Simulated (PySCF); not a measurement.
# Ionisation energy of Ti²⁰⁺ by level of theory

Ti²⁰⁺ 1s2 (1S) → Ti²¹⁺ 1s1 (2S), as a difference of total energies. All numbers are calculated (PySCF 2.14, no relativity, point nucleus, in an even-tempered Gaussian basis (15 s from 18 bohr⁻², ratio 2.2; 7 p from 28 bohr⁻², ratio 2.4; 4 d from 85 bohr⁻², ratio 2.4; 3 f from 130 bohr⁻², ratio 2.4; 3 g from 190 bohr⁻², ratio 2.4)). Correlated levels: nothing frozen; virtual orbitals above 40 to 60 times the deepest correlated orbital energy dropped. The calculations carry no spin-orbit coupling.

```
                 method  ionisation energy (eV)
                    UHF                  6214.0
    MP2 (all electrons)                  6215.2
SCS-MP2 (all electrons)                  6215.5
   CCSD (all electrons)                  6215.3
```

These non-relativistic numbers lack the scalar-relativistic shift.

With two correlated electrons CCSD is exact in that space.

For comparison: 6249.0 eV (theoretical estimate listed by NIST; NIST Atomic Spectra Database, ionization energies).
